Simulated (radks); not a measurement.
Results of a calculation; reference values are marked as such.
Species: Cr I. Configuration: [Ar] 3d5 4s1 (the NIST ground configuration). Level of theory: scalar-relativistic Kohn-Sham, PBE, spin-polarised, spherical densities, finite nucleus; open shells are filled with parallel spins first; Fermi nuclear charge, rms radius 3.6452 fm (a radial shooting solver on a logarithmic mesh with Libxc functionals).

Normalised radial functions P(r) = r R(r), r in bohr:

| r | 3s down | 3p up | 3p down |
|---|---|---|---|
| 0.002743 | 0.0695 | 0.0013 | 0.0013 |
| 0.003143 | 0.0786 | 0.0016 | 0.0016 |
| 0.003601 | 0.0889 | 0.0021 | 0.0021 |
| 0.004125 | 0.1003 | 0.0027 | 0.0027 |
| 0.004726 | 0.1130 | 0.0035 | 0.0035 |
| 0.005415 | 0.1270 | 0.0045 | 0.0045 |
| 0.006203 | 0.1423 | 0.0059 | 0.0059 |
| 0.007107 | 0.1590 | 0.0076 | 0.0075 |
| 0.008142 | 0.1771 | 0.0098 | 0.0097 |
| 0.009403 | 0.1975 | 0.0127 | 0.0127 |
| 0.01077 | 0.2180 | 0.0164 | 0.0163 |
| 0.01234 | 0.2392 | 0.0210 | 0.0209 |
| 0.01414 | 0.2608 | 0.0268 | 0.0267 |
| 0.0162 | 0.2821 | 0.0342 | 0.0341 |
| 0.01856 | 0.3024 | 0.0435 | 0.0434 |
| 0.02127 | 0.3205 | 0.0551 | 0.0549 |
| 0.02436 | 0.3353 | 0.0695 | 0.0693 |
| 0.02791 | 0.3451 | 0.0873 | 0.0869 |
| 0.03198 | 0.3481 | 0.1088 | 0.1084 |
| 0.03664 | 0.3420 | 0.1348 | 0.1344 |
| 0.04198 | 0.3247 | 0.1658 | 0.1652 |
| 0.04809 | 0.2937 | 0.2019 | 0.2012 |
| 0.0551 | 0.2471 | 0.2435 | 0.2426 |
| 0.06312 | 0.1831 | 0.2901 | 0.2890 |
| 0.07232 | 0.1012 | 0.3409 | 0.3396 |
| 0.08285 | 0.0022 | 0.3942 | 0.3926 |
| 0.09492 | -0.1111 | 0.4473 | 0.4455 |
| 0.1088 | -0.2335 | 0.4965 | 0.4944 |
| 0.1246 | -0.3569 | 0.5366 | 0.5343 |
| 0.1427 | -0.4702 | 0.5615 | 0.5589 |
| 0.1649 | -0.5641 | 0.5633 | 0.5604 |
| 0.1889 | -0.6126 | 0.5339 | 0.5307 |
| 0.2164 | -0.6074 | 0.4676 | 0.4642 |
| 0.2479 | -0.5372 | 0.3597 | 0.3563 |
| 0.284 | -0.3967 | 0.2094 | 0.2059 |
| 0.3254 | -0.1895 | 0.0203 | 0.0170 |
| 0.3728 | 0.0708 | -0.1979 | -0.2006 |
| 0.4271 | 0.3601 | -0.4297 | -0.4316 |
| 0.4894 | 0.6466 | -0.6555 | -0.6560 |
| 0.5606 | 0.8963 | -0.8530 | -0.8521 |
| 0.6423 | 1.0771 | -1.0004 | -0.9990 |
| 0.7359 | 1.1664 | -1.0814 | -1.0800 |
| 0.8431 | 1.1573 | -1.0889 | -1.0878 |
| 0.9659 | 1.0603 | -1.0270 | -1.0262 |
| 1.107 | 0.9001 | -0.9099 | -0.9092 |
| 1.268 | 0.7084 | -0.7577 | -0.7574 |
| 1.453 | 0.5163 | -0.5926 | -0.5931 |
| 1.664 | 0.3475 | -0.4342 | -0.4360 |
| 1.907 | 0.2150 | -0.2969 | -0.3001 |
| 2.184 | 0.1214 | -0.1885 | -0.1923 |
| 2.503 | 0.0619 | -0.1103 | -0.1136 |
| 2.89 | 0.0267 | -0.0566 | -0.0589 |
| 3.311 | 0.0105 | -0.0271 | -0.0284 |
| 3.794 | 0.0036 | -0.0115 | -0.0122 |
| 4.346 | 0.0010 | -0.0043 | -0.0046 |
| 4.979 | 0.0002 | -0.0014 | -0.0015 |
| 5.705 | 0.0000 | -0.0004 | -0.0004 |
| 6.536 | 0.0000 | -0.0001 | -0.0001 |
| 7.488 | 0.0000 | 0.0000 | 0.0000 |
| 8.579 | 0.0000 | 0.0000 | 0.0000 |
| 9.829 | 0.0000 | 0.0000 | 0.0000 |
| 11.26 | 0.0000 | 0.0000 | 0.0000 |

3s down: eigenvalue -70.384 eV, 2 radial nodes at r = 0.0831, 0.360 bohr, <r> = 0.903 bohr, 90 % of the charge inside 1.36 bohr. 3p up: eigenvalue -46.243 eV, 1 radial node at r = 0.330 bohr, <r> = 0.967 bohr, 90 % of the charge inside 1.50 bohr. 3p down: eigenvalue -41.882 eV, 1 radial node at r = 0.329 bohr, <r> = 0.969 bohr, 90 % of the charge inside 1.50 bohr.
